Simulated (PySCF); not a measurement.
# How methods differ on the ionisation energy of W⁶²⁺

W⁶²⁺ [Ne] 3s2 (1S) → W⁶³⁺ [Ne] 3s1 (2S), as a difference of total energies. Computed with PySCF 2.14 in an uncontracted even-tempered set (17 s from 18 bohr⁻², ratio 2.5; 12 p from 23 bohr⁻², ratio 2.5; 4 d from 84 bohr⁻², ratio 2.7; 4 f from 130 bohr⁻², ratio 2.7), with scalar relativity by spin-free X2C-1e. Correlated levels: outer shells: 1s2 frozen; virtual orbitals above 40 to 60 times the deepest correlated orbital energy dropped. The calculations carry no spin-orbit coupling.

| method | ionisation energy (eV) |
| --- | --- |
| UHF | 7001.3 |
| MP2 (outer shells) | 7004.7 |
| SCS-MP2 (outer shells) | 7005.1 |
| CCSD (outer shells) | 7005.1 |
| CCSD(T) (outer shells) | 7005.1 |

**Question.** How much does correlation contribute at CCSD(T) (outer shells)?

**Answer.** 7005.1 − (7001.3) = 3.8 eV, measured against UHF.

Breit and QED terms and the two-electron picture change are absent.

For comparison: 7000 ± 7 eV (semi-empirical (NIST evaluation); NIST Atomic Spectra Database, ionization energies).
